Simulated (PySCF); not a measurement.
Series: H2E=E'H2. Gas-phase values, no solvent. One relaxed conformer stands for each flexible species; it need not be the lowest. Strings in code marks are SMILES.

The LUMO from two functionals at the same geometries (CAM-B3LYP-D3(BJ)/def2-TZVP), both in PySCF: PBE-D3(BJ)/def2-TZVP and TPSSh-D3(BJ)/def2-TZVP. 

```csv
species,TPSSh-D3(BJ)/def2-TZVP (eV)
`C=[SiH2]`,-1.56
`BN`,-0.11
`[GaH2][NH2]`,-1.00
`[CH2]=[SnH2]`,-1.89
```

Problem. What does PBE-D3(BJ)/def2-TZVP give for each?

Solution. 
- `C=[SiH2]`: -2.05
- `BN`: -0.73
- `[GaH2][NH2]`: -1.48
- `[CH2]=[SnH2]`: -2.30
Over these rows, drawn at random from the members with no instability flagged (it was tested for open shells, ions and some series alone), PBE minus TPSSh-D3(BJ): mean -0.50 eV, from -0.62 eV to -0.40 eV.
